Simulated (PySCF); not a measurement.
Write Cartesian coordinates for `BCC(=C)C` as optimised with PBE0-D3(BJ)/def2-SVP.

```xyz
14
C4H9B angstrom
B      1.8973    0.3338   -0.3602
C      0.5674   -0.3693   -0.7730
C     -0.6178   -0.2098    0.1357
C     -1.1081   -1.2384    0.8380
C     -1.2018    1.1677    0.2247
H      1.9313    1.2040    0.4809
H      2.9245    0.0389   -0.9297
H      0.3650    0.1100   -1.7605
H      0.7558   -1.4263   -1.0271
H     -0.6785   -2.2413    0.7578
H     -1.9554   -1.1110    1.5173
H     -1.5850    1.4926   -0.7583
H     -0.4358    1.9035    0.5214
H     -2.0267    1.2179    0.9485
```

Any rigid rotation of these coordinates is as good. Atoms count from 1 in this order. B1 (three-coordinate boron) is planar (angles 122.1°, 119.3° and 118.6°, sum 359.9°, 0.02 Å off the plane of its three neighbours). Of the pairs four or more bonds apart, H11···H14 is among the closest relative to their van der Waals radii: 2.40 Å, 100 % of the sum of Bondi's values. The C–C distances run from 1.339 Å (C3=C4, drawn double) to 1.502 Å (C2–C3, drawn single), a spread of 0.163 Å.

Bonds between heavy atoms (Å): B1–C2 1.560, C2–C3 1.502, C3=C4 1.339, C3–C5 1.499.

Theory: PySCF, PBE0-D3(BJ)/def2-SVP geometry optimisation, gas phase.

Point group: C1 (no symmetry element, even within 0.4 Å). Not checked by PBE0-D3(BJ)/def2-SVP frequencies. The numbers are those of one conformer (H–B1–C2–C3 -16° and 167°, B1–C2–C3–C4 -111°).
